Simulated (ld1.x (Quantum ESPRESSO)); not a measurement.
**Which change was made? (Mo, TM)**

ld1.x (Quantum ESPRESSO) 7.5 input, shortened:

```
&input
   title='Mo', zed=42., rel=1, dft='PBESOL', iswitch=3,
   config='[Kr] 4d5 4f-2 5s1 5p0'
 /
 &inputp
   pseudotype=2, tm=.true., lloc=1,
   nlcc=.false.
 /
4
5S  1  0   1.00   0.00  2.90  2.90  0.0
4D  3  2   5.00   0.00  2.50  2.50  0.0
4F  4  3  -2.00   0.05  3.10  3.10  0.0
5P  2  1   0.00   0.00  2.75  2.75  0.0
 &test
   configts(1)='4d5 5s1 5p0'
 /
```

Cutoffs, loose and tight: the cutoffs (Ry, on a coarse ladder) from which the occupation-weighted sum of valence levels, in a spherical-Bessel basis at the reference potential, stays within 10 and 1 mRy of its value at 400 Ry. They do not see the model core or the augmentation charge, which bear on the density cutoff. Test errors are all-electron minus pseudo excitation energies from the reference, over the configurations 4d5 5s0 5p0; 4d4 5s0 5p0; 4d3 5s0 5p0; 4d4 5s2 5p0; 4d5.5 5s0.5 5p0; 4d2 5s0 5p0; 4d4 5s1 5p0; variants that change the core or the reference have their own tests.

The base gives: outcome: generated; cutoff, loose: 30 Ry; cutoff, tight: 35 Ry; bound ghosts: s; largest test error (meV): -666.

Question: After one change the result is: outcome: generated; cutoff, loose: 25 Ry; cutoff, tight: 30 Ry; bound ghosts: s; largest test error (meV): -281. Which change was it?
A. wave 4d (bound): rc 2.50 bohr becomes 4d (bound): rc 1.78 bohr
B. wave 4d (bound): rc 2.50 bohr becomes 4d (bound): rc 3.60 bohr
C. wave 4d (bound): rc 2.50 bohr becomes 4d (bound): rc 2.94 bohr
D. wave 4d (bound): rc 2.50 bohr becomes 4d (bound): rc 2.44 bohr

Answer: C. The others give: wave 4d (bound): rc 2.50 bohr becomes 4d (bound): rc 1.78 bohr → outcome: generated; cutoff, loose: 40 Ry; cutoff, tight: 50 Ry; bound ghosts: s; largest test error (meV): -887 | wave 4d (bound): rc 2.50 bohr becomes 4d (bound): rc 3.60 bohr → outcome: generated; cutoff, loose: 18 Ry; cutoff, tight: 25 Ry; bound ghosts: s; largest test error (meV): +987 | wave 4d (bound): rc 2.50 bohr becomes 4d (bound): rc 2.44 bohr → outcome: generated; cutoff, loose: 35 Ry; cutoff, tight: 40 Ry; bound ghosts: s; largest test error (meV): -705.
